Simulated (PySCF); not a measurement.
**Dipole response of Li⁻ (lithium, charge -1)**

[He] 2s2, closed-shell 1S. Calculation: PySCF 2.14, in aug-cc-pVDZ-DK; scalar relativity by spin-free X2C-1e. Coupled (time-dependent) response in atomic units; α is the mean over directions. A double-zeta set is small for polarisabilities.

| method | mean α (bohr³) | C₆ (like pair) | S(−4) |
| --- | --- | --- | --- |
| UHF | 1049 | 28800 | 1006000 |
| CAM-B3LYP | 910.2 | 22850 | 814000 |

S(−4) is the Cauchy moment in α(ω) = α(0) + S(−4) ω² + …

α(iu) at UHF:

```csv
u (hartree),α(iu) (bohr³)
0,1049
0.0500,353.1
0.100,137.6
0.200,42.44
0.300,19.89
0.500,7.408
0.750,3.351
1.00,1.910
1.50,0.8689
2.00,0.4986
3.00,0.2281
5.00,0.08435
```

For an ion, C₆ is the dispersion term alone; charge-induced terms of lower order in 1/R come first.
